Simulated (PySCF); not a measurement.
# How the method changes the constants of KSn

State: ⁴Σ⁻ (quartet), unpaired electrons σ ↑, π ↑↑. Set-up: basis K def2-SVP, Sn def2-SVP with ECP28; scalar-relativistic core potentials; PySCF 2.14. De refers to K + Sn in their high-spin ground configurations, without counterpoise correction. The functionals are run spin-unrestricted. A positive dipole means K(−)Sn(+).

```json
{"Level": "UHF", "Re (Å)": "3.375", "ωe (cm⁻¹)": "133", "De (eV)": "0.98", "μ (D)": "-11.49", "CPU s a point (SCF and correlation, without the integrals)": "0.13"}
{"Level": "UHF-MP2", "Re (Å)": "3.329", "ωe (cm⁻¹)": "136", "De (eV)": "1.27", "μ (D)": "n/a", "CPU s a point (SCF and correlation, without the integrals)": "0.24"}
{"Level": "UHF-SCS-MP2", "Re (Å)": "3.338", "ωe (cm⁻¹)": "135", "De (eV)": "1.16", "μ (D)": "n/a", "CPU s a point (SCF and correlation, without the integrals)": "n/a"}
{"Level": "UHF-CCSD", "Re (Å)": "3.339", "ωe (cm⁻¹)": "135", "De (eV)": "1.21", "μ (D)": "n/a", "CPU s a point (SCF and correlation, without the integrals)": "n/a"}
{"Level": "UHF-CCSD(T)", "Re (Å)": "3.338", "ωe (cm⁻¹)": "134", "De (eV)": "1.23", "μ (D)": "n/a", "CPU s a point (SCF and correlation, without the integrals)": "7.4"}
{"Level": "LDA", "Re (Å)": "3.213", "ωe (cm⁻¹)": "137", "De (eV)": "1.49", "μ (D)": "-8.34", "CPU s a point (SCF and correlation, without the integrals)": "0.38"}
{"Level": "PBE", "Re (Å)": "3.299", "ωe (cm⁻¹)": "128", "De (eV)": "1.29", "μ (D)": "-8.67", "CPU s a point (SCF and correlation, without the integrals)": "0.59"}
{"Level": "BLYP", "Re (Å)": "3.344", "ωe (cm⁻¹)": "121", "De (eV)": "1.06", "μ (D)": "-7.98", "CPU s a point (SCF and correlation, without the integrals)": "0.42"}
{"Level": "r²SCAN", "Re (Å)": "3.290", "ωe (cm⁻¹)": "135", "De (eV)": "1.48", "μ (D)": "-9.99", "CPU s a point (SCF and correlation, without the integrals)": "0.85"}
{"Level": "PBE0", "Re (Å)": "3.280", "ωe (cm⁻¹)": "135", "De (eV)": "1.31", "μ (D)": "-9.64", "CPU s a point (SCF and correlation, without the integrals)": "0.92"}
{"Level": "M06-2X", "Re (Å)": "3.261", "ωe (cm⁻¹)": "146", "De (eV)": "1.35", "μ (D)": "-10.47", "CPU s a point (SCF and correlation, without the integrals)": "1.1"}
{"Level": "LC-ωPBE", "Re (Å)": "3.250", "ωe (cm⁻¹)": "143", "De (eV)": "1.38", "μ (D)": "-10.94", "CPU s a point (SCF and correlation, without the integrals)": "0.82"}
```

Task: Which functional lies closest to UHF-CCSD(T) in De, which farthest, and by how much do they differ from it?

Result: Closest is PBE (-3.9 pm in Re, -4.5 % in ωe, +0.06 eV in De against UHF-CCSD(T) in the same basis), farthest LDA (-12.5 pm in Re, +2.2 % in ωe, +0.26 eV in De). CCSD(T) converges more slowly with the basis than the functionals do and binds too weakly in this one, so the order can change at the basis-set limit.

Task: What does a quarter of exact exchange do here, going from PBE to PBE0?

Result: PBE0 less PBE: -1.9 pm in Re, +5.5 % in ωe, +0.02 eV in De. Exact exchange removes part of the self-interaction that spreads semilocal densities, and in most molecules shortens and stiffens the bond and lowers De; here De goes the other way.

Task: What does the gradient correction do here, going from LDA to PBE?

Result: PBE less LDA: +8.6 pm in Re, -6.6 % in ωe, -0.20 eV in De. The gradient correction favours the more uneven density of free atoms, so it tends to lengthen bonds and takes away much of the overbinding of LDA; so it does here.

Correlated steps freeze 9 core orbitals. Correlated levels converge slowly with the basis: in double zeta they bind strong bonds too weakly, by up to about 1 eV, and carry superposition errors of some tenths. These are scalar-relativistic numbers at best; spin–orbit coupling would shift them, the dissociation energy most. The state was picked by a PBE0 search and need not be the measured ground state.

The whole job (state search and all levels along the bond) took about 2.7 min on 1 thread of Arm Neoverse V1 (shared host), peak memory 0.6 GiB.
